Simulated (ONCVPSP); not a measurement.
## Configuration tests for Os (ONCV)

osmium (Os), optimised norm-conserving Vanderbilt (ONCV), made with ONCVPSP 4.0.1 (PBE, scalar-relativistic). Core [Kr] 4d10 4f14, reference 5s2 5p6 5d6 6s2. Waves: 5s+6s: rc 1.95 bohr, ncon 4, nbas 8, qcut 5.6 1/bohr, 2 projectors; 5p: rc 1.45 bohr, ncon 4, nbas 9, qcut 8.1 1/bohr, 2 projectors, debl 0.5 Ha; 5d: rc 2.00 bohr, ncon 4, nbas 8, qcut 7.5 1/bohr, 2 projectors, debl 2.5 Ha. Local part: polynomial inside 1.30 bohr (lpopt 5, dvloc0 1 Ha). Core correction: Teter function fitted to the true core (icmod 2), fcfact 0.4.

In the p channel the program set the typed energies aside and used -1.868, 0.250 Ha.

Energies are relative to the spin-unpolarised reference configuration 5s2 5p6 5d6 6s2; without spin polarisation the order of configurations can differ from experiment.

```
valence configuration  charge  ΔE all-electron (eV)  error AE − PS (meV)
      5s2 5p6 5d6 6s1      +1                 9.577                 -5.7
      5s2 5p6 5d6 6s0      +2                26.492                  -21
      5s2 5p6 5d5 6s0      +3                55.339                  -21
```

What are ΔE and the potential's error for 5s2 5p6 5d6 6s1.5?

ΔE = 3.914 eV all-electron; the error (AE − PS) is -1.9 meV.
